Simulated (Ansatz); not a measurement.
Geometry optimisation, RHF/def2-SVP in Ansatz 0.2.0.

The input (input.yaml):

```yaml
crystal:
  periodic: [false, false, false]
  atoms:
    - { symbol: Hf, position_ang: [0.0, 0.0, 0.0] }
    - { symbol: Cl, position_ang: [0.0, 0.0, 2.87] }
    - { symbol: Cl, position_ang: [2.3764, 0.0, -0.8392] }
    - { symbol: O, position_ang: [-0.975, 1.6891, -0.6893] }
    - { symbol: H, position_ang: [-1.9328, 1.4584, -0.9117] }
    - { symbol: O, position_ang: [-0.975, -1.6891, -0.6893] }
    - { symbol: H, position_ang: [-1.4296, -2.1548, 0.0831] }
    - { symbol: O, position_ang: [1.2429, 1.8744, 0.7473] }
    - { symbol: Al, position_ang: [2.6974, 1.793, 1.7702] }
    - { symbol: H, position_ang: [3.4151, 0.4269, 1.9983] }
    - { symbol: H, position_ang: [3.2545, 3.0879, 2.4385] }
    - { symbol: H, position_ang: [0.8691, 1.3107, 2.002] }
basis:
  gaussian: { orbitals: def2-SVP }
hamiltonian:
  xc: hf
relax:
  f_tol: 0.15
  max_steps: 25
  restrain:
    - { distance: [0, 7], at: 3.27, k: 30.0 }
    - { distance: [11, 1], at: 2.57, k: 30.0 }
    - { distance: [0, 1], at: 2.52, k: 30.0 }
    - { distance: [11, 7], at: 1.01, k: 30.0 }
```

Command:

```bash
$ ansatz run input.yaml --threads 4 --pin off --max-ram 5120MiB --backend cpu --events-out ev --progress --plain --runs-dir out
```

Where does it end, and by what steps?

The run converged. The restraints hold the end off the free minimum; the threshold counts their pulls, which the force column leaves out. Restrained pairs: Hf1–O8 (2.37 → 3.25 Å), Cl2–H12 (1.80 → 2.58 Å), Hf1–Cl2 (2.87 → 2.49 Å), O8–H12 (1.43 → 0.97 Å). After 19 steps the energy has fallen by 5.354 eV (the restraints' own energy left out); H11 moved furthest, 1.87 Å.

| step | energy less start (eV) | largest force component (eV/Å) | accepted |
| --- | --- | --- | --- |
| 0 | 0.0000 | 6.374 | yes |
| 1 | -1.1692 | 5.485 | yes |
| 2 | -2.0901 | 6.047 | yes |
| 3 | -3.0057 | 4.002 | yes |
| 4 | -3.9454 | 1.784 | yes |
| 5 | -4.3628 | 1.573 | yes |
| 6 | -4.6914 | 1.192 | yes |
| 7 | -4.8367 | 1.023 | yes |
| 8 | -4.9331 | 1.064 | yes |
| 9 | -4.9951 | 1.022 | yes |
| 10 | -5.0449 | 0.943 | yes |
| 11 | -5.0834 | 1.013 | yes |
| 12 | -5.1355 | 1.032 | yes |
| 13 | -5.1848 | 1.067 | yes |
| 14 | -5.2259 | 1.106 | yes |
| 15 | -5.2671 | 1.110 | yes |
| 16 | -5.3086 | 1.054 | yes |
| 17 | -5.3417 | 1.170 | yes |
| 18 | -5.3494 | 1.121 | yes |
| 19 | -5.3543 | 1.219 | yes |

```xyz
12
Properties=species:S:1:pos:R:3
Hf -0.268 -0.127 0.188
Cl -0.786 -0.339 2.612
Cl 2.144 -0.080 -0.278
O -1.185 1.303 -0.658
H -1.650 2.003 -1.081
O -0.844 -1.745 -0.622
H -1.213 -2.525 -0.998
O 1.260 2.089 2.014
Al 2.926 1.834 1.633
H 3.754 0.875 2.586
H 3.590 2.832 0.612
H 0.815 1.677 2.771
```

The run took 52 s on 4 threads of Arm Neoverse V1, with other jobs on the host, peak memory 0.47 GiB.
